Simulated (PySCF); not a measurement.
Computed with B3LYP-D3(BJ)/def2-TZVP // PBE0-D3(BJ)/def2-TZVP (PySCF). Isolated molecules, 0 K electronic values unless said otherwise. B3LYP has the VWN-RPA correlation part, as in Gaussian. Delta-SCF ions had no search for a lower state. Excitations are Tamm–Dancoff values on a coarser integration grid. The basis has no diffuse functions, so Rydberg states are missing or too high.

Reference species (SMILES): `Br[Si](Br)(Br)Br` (neutral, multiplicity 1).

```json
{
  "HOMO": "-8.41 eV",
  "S1 excitation (TDA)": "5.53 eV",
  "vertical ionisation energy (Delta-SCF)": "10.41 eV"
}
```

Changed species: `N[Si](N)(Br)Br` (2 of 4 Br replaced by NH2; the reference has 0 of 4 Br replaced by NH2).

**Question.** Give the shifts of the HOMO, S1 excitation (TDA) and vertical ionisation energy (Delta-SCF).

**Answer.** the HOMO goes up by 0.88 eV, to -7.53 eV; the S1 excitation (TDA) rises by 0.91 eV, to 6.44 eV; the vertical ionisation energy (Delta-SCF) decreases by 0.86 eV, to 9.55 eV.
